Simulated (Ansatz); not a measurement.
```yaml
crystal:
  periodic: [false, false, false]
  atoms:
    - {symbol: S, position_ang: [0.004025, 0.371264, -1.561546]}
    - {symbol: C, position_ang: [0.103875, 0.973350, 0.036942]}
    - {symbol: B, position_ang: [0.560797, -0.886543, 0.001385]}
    - {symbol: C, position_ang: [-0.402088, 0.085422, 0.609583]}
    - {symbol: H, position_ang: [-1.268811, 0.419278, -1.766229]}
    - {symbol: H, position_ang: [0.631901, 1.663859, 0.356836]}
    - {symbol: H, position_ang: [1.703121, -1.112897, -0.239752]}
    - {symbol: H, position_ang: [-1.417378, -0.527685, 0.419399]}
    - {symbol: H, position_ang: [-0.113738, -0.161202, 1.655404]}
basis:
  gaussian: {orbitals: LANL2DZ}
hamiltonian: {xc: {name: r2SCANh}}
accuracy: high
scf: {lower_state_search: full}
output: {forces: true}
```

```sh
$ ansatz run in.yaml --threads 2 --pin off --events-out ev --progress --plain --max-ram 4352MiB
```

(1) How does Ansatz answer? (Estimate.)

## Answers

(1) Ansatz gave: The program refused the input.
```
Error: <dir> can't be read: No such file or directory (os error 2)
```
